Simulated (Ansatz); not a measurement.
Compare A (`CB1O[SiH]1N`) with its isomer B (`B[SiH2]C(=N)O`).

Isolated molecules relaxed with PBE0-D4/def2-TZVP in Ansatz; ΔE leaves out vibrations. CCSD(T)/CBS is the MP2 limit (def2-TZVPP, def2-QZVPP) plus CCSD(T) − MP2 in def2-TZVPP, frozen cores. Functionals use def2-TZVPP. B3LYP here is the variant with VWN-RPA as its local correlation; programs differ in this. Each species was taken in one conformer, which may not be the lowest.

(1) Which is lower in electronic energy at CCSD(T)/CBS, and by how much? (Best estimate.)

(2) Give E(B) − E(A) in kcal/mol with PBE0-D4, B3LYP, B2PLYP, r2SCAN-D4, B3LYP-D4, CCSD(T)/def2-TZVPP, ωB97M-V. (Estimate.)

Largest T1 diagnostic: 0.014.

## Answers

(1) Ansatz gave: A, by 87.2 kcal/mol.

(2) Ansatz gave: PBE0-D4 86.5, B3LYP 84.0, B2PLYP 86.2, r2SCAN-D4 87.8, B3LYP-D4 83.6, CCSD(T)/def2-TZVPP 85.4, ωB97M-V 87.8. None reverses the order clearly.

From PBE to PBE0 (25 % exact exchange), in def2-TZVPP and without D4, E(B) − E(A) moves by +2.2 kcal/mol. In def2-TZVPP, CCSD(T) changes the Hartree–Fock value by +6.7 kcal/mol (the triples alone add +0.2 kcal/mol) and MP2 by +12.1 kcal/mol.
